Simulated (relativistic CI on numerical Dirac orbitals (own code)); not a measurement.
# Hyperfine structure of Ni24+, mass number 61

Computed by Dirac-Coulomb-Breit CI, separate exchange-only KLI orbitals for each configuration, QED by a radiative potential, unscaled Slater integrals (own radial code, finite nucleus).

CI space (outside the closed core 1s2): 2s2, 2s 2p, 2p2, 2p 3s, 2p 3p, 2s 3s, 2s 3p, 2s 3d, 2s 4s, 2s 4p, 2s 4d, 2s 4f, 3s2, 3s 3p, 3p2. Levels of other configurations are missing.

Nuclear spin I = 3/2, μ = -0.74965 μN, Q = 0.162 b (tables of Stone and Pyykkö). The electronic factors are computed for point nuclear moments, without core polarisation or the Bohr-Weisskopf and QED corrections.

```json
{"Level": "2s 2p 3P°_1", "E (10³ cm⁻¹)": "420.0", "A (GHz)": "-167.9", "B (GHz)": "-5.42"}
{"Level": "2s 2p 3P°_2", "E (10³ cm⁻¹)": "550.3", "A (GHz)": "-97.86", "B (GHz)": "11.8"}
{"Level": "2s 2p 1P°_1", "E (10³ cm⁻¹)": "860.8", "A (GHz)": "8.281", "B (GHz)": "11.3"}
{"Level": "2p2 3P_1", "E (10³ cm⁻¹)": "1157.6", "A (GHz)": "1.743", "B (GHz)": "5.84"}
{"Level": "2p2 3P_2", "E (10³ cm⁻¹)": "1211.8", "A (GHz)": "-35.16", "B (GHz)": "-0.485"}
{"Level": "2p2 1D_2", "E (10³ cm⁻¹)": "1384.9", "A (GHz)": "-24.41", "B (GHz)": "12.1"}
{"Level": "2s 3s 3S_1", "E (10³ cm⁻¹)": "10471.9", "A (GHz)": "-213", "B (GHz)": "-0.00235"}
{"Level": "2s 3p 3P°_1", "E (10³ cm⁻¹)": "10660.3", "A (GHz)": "-180.4", "B (GHz)": "0.189"}
```

Levels with J = 0, under 50 % of one LS term, or S terms without an open s electron are left out. Small factors come from cancelling terms and can be off by tens of per cent or more.

At this charge energies of transitions that change n are usually good to better than 1 %, and those within a shell (Δn = 0) to a few per cent.

**Question.** Give the hyperfine levels of 2s 2p 3P°_1 relative to its centre of gravity.

**Answer.** With K = F(F + 1) − I(I + 1) − J(J + 1), E = AK/2 + B[¾K(K + 1) − I(I + 1)J(J + 1)]/[2I(2I − 1)J(2J − 1)]: F = 1/2: 413.1, F = 3/2: 173.4, F = 5/2: -253.3 GHz.

LS names give the leading component of a level, which can be under half, so a name can repeat, a term be missing and a line seem to break the LS rules.
